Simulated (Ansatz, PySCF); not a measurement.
Noncovalent pair: HBr (SMILES Br) (first 2 atoms) with H4OSi (SMILES O[SiH3]); geometry from B3LYP-D3(BJ)/def2-TZVP, rigid monomers moved along the line of their centres of mass till H2···O3 is 2.64 Å.
(charge 0, multiplicity 1):
```xyz
8

Br    -0.609    -1.156    -0.021
H     -0.155    -0.423     1.135
O      0.545     0.757     3.388
Si     0.040     0.391     4.933
H      1.229     1.419     3.261
H      1.168    -0.116     5.746
H     -0.990    -0.649     4.761
H     -0.527     1.588     5.594
```

Interaction energies are E(AB) − E(A) − E(B) at the monomers' geometry in the complex; basis-set methods are counterpoise corrected.

Cores are frozen in the correlated methods. Filled d and f shells under p-block atoms count as core. CBS(a, b) extrapolates the correlation energy as X⁻³ and adds the Hartree–Fock energy of set b.

The values were computed with Ansatz (Gaussian orbitals); PySCF for the dispersion terms. Values without a source in brackets are computed.

PBE/def2-TZVPPD gives -105.0 meV for the interaction energy.

How do the other levels lie against it? Give each less PBE: PBE-D3(BJ)/def2-TZVPPD, r2SCAN/def2-TZVPPD, B3LYP/def2-TZVPPD, wB97M-V/def2-TZVPPD, MP2/CBS(def2-SVPD, def2-TZVPPD), CCSD(T)/CBS(def2-SVPD, def2-TZVPPD).

PBE-D3(BJ)/def2-TZVPPD -22.6; r2SCAN/def2-TZVPPD -2.6; B3LYP/def2-TZVPPD 14.9; wB97M-V/def2-TZVPPD -11.0; MP2/CBS(def2-SVPD, def2-TZVPPD) -15.6; CCSD(T)/CBS(def2-SVPD, def2-TZVPPD) -11.3 meV. 1 of 6 lie above PBE; the widest gap is to PBE-D3(BJ)/def2-TZVPPD.

Ansatz is a quantum-chemistry and plane-wave program.
